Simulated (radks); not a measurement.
Question: Sm2+, 60 electrons, occupied as [Xe] 4f4 6s2 (not the ground configuration). Method: Dirac Kohn-Sham, exchange-only B88, spin-unpolarised, spherical densities, point nucleus; open shells are shared between the two j in proportion to 2j + 1; computed with a radial shooting solver on a logarithmic mesh with Libxc functionals. Some entries of the table are withheld. Estimate them.

orbital,occ.,eigenvalue (eV),<r> (bohr)
1s1/2,2,-46671.25,0.02274
2s1/2,2,(1),0.09649
2p1/2,2,-7253.175,(2)
2p3/2,4,-6650.190,(3)
3s1/2,2,-1703.525,0.2546
3p1/2,2,-1532.565,(4)
3p3/2,4,-1410.529,(5)
3d3/2,4,-1114.032,(6)
3d5/2,6,-1087.541,(7)
4s1/2,2,-364.9300,0.5771
4p1/2,2,-299.2671,0.5906
4p3/2,4,-272.1364,0.6190
4d3/2,4,-163.9273,0.6578
4d5/2,6,-159.0277,0.6677
5s1/2,2,-68.0241,1.351
5p1/2,2,-49.1511,1.492
5p3/2,4,-44.9177,1.570
4f5/2,1.71429,-32.8330,(8)
4f7/2,2.28571,-32.1798,(9)
5d3/2,0,-19.6961,2.148
5d5/2,0,-19.2576,2.184
6s1/2,2,-16.9114,3.257
6p1/2,0,(10),3.792
6p3/2,0,(11),3.953

Answer: 
(1) 2s1/2 eigenvalue (eV): -7650.667
(2) 2p1/2 <r> (bohr): 0.08073
(3) 2p3/2 <r> (bohr): 0.08736
(4) 3p1/2 <r> (bohr): 0.2442
(5) 3p3/2 <r> (bohr): 0.2570
(6) 3d3/2 <r> (bohr): 0.2287
(7) 3d5/2 <r> (bohr): 0.2327
(8) 4f5/2 <r> (bohr): 0.8506
(9) 4f7/2 <r> (bohr): 0.8587
(10) 6p1/2 eigenvalue (eV): -12.6397
(11) 6p3/2 eigenvalue (eV): -12.0078
